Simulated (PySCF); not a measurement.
## Complete the spectrum of C6H5OP

C6H5OP.
SMILES: `O=CC1=CC=CP=C1`

Method used: PySCF, TDDFT CAM-B3LYP/def2-SVPD, vertical, gas phase, core orbitals frozen in the response. Isolated species at its GFN2-xTB geometry (one conformer only). Torsions of this conformer, `[O:1]=[CH:2][c:3]1[cH:4][cH:5][cH:6][p:7][cH:8]1`: O1–C2–C3–C4 0°.

Orbital energies (eV): HOMO-3 -9.70, HOMO-2 -9.50, HOMO-1 -9.18, HOMO -8.67, LUMO -1.35, LUMO+1 -0.64, LUMO+2 1.28.

Lowest singlets, with some entries withheld (?).

```
state  ν̃ (cm⁻¹)       f  main configurations (H = HOMO, L = LUMO)
   S1      30560  0.0001    H-1→L (70%), H-3→L (10%), H-1→L+2 (9%)
   S2      35870   0.036       H→L (65%), H→L+1 (13%), H-2→L (11%)
   S3      40140  0.0099                  H-3→L (69%), H-1→L (17%)
   S4      40430   0.042       H→L+1 (36%), H-2→L (35%), H→L (26%)
   S5          ?       ?                                         ?
   S6      46760   0.578                  H→L+1 (44%), H-2→L (41%)
   S7          ?       ?                                         ?
   S8      49870   0.248                 H-2→L+1 (77%), H-2→L (9%)
```

**Question.** Supply the missing values.

**Answer.** 
- S5: ν̃ = 42790 cm⁻¹; f = 0.0067; H-1→L+1 (52%), H-3→L+1 (36%), H-3→L (9%)
- S7: ν̃ = 48100 cm⁻¹; f = 0.0015; H-3→L+1 (54%), H-1→L+1 (28%)

**Question.** What is the mean static polarisability from the same response equations?

**Answer.** 96.1 au (14.24 Å³), with principal values 56.1, 103.7 and 128.4 au.

**Question.** Where do the lowest triplets lie (Tamm–Dancoff)?

**Answer.** T1 3.06 eV, H→L (66%), H→L+1 (21%); T2 3.28 eV, H-1→L (64%), H-1→L+2 (11%), H-3→L (11%); T3 3.84 eV, H→L+1 (64%), H→L (26%). E(S1) − E(T1) = +0.73 eV.

**Question.** How far apart are S1 and S4, in eV and cm⁻¹?

**Answer.** 5.013 − 3.789 = 1.224 eV, or about 9870 cm⁻¹.

Hardware: an Arm Neoverse V1 with one thread (shared host). Cost: 37 s of wall time, 0.94 GiB resident at most.
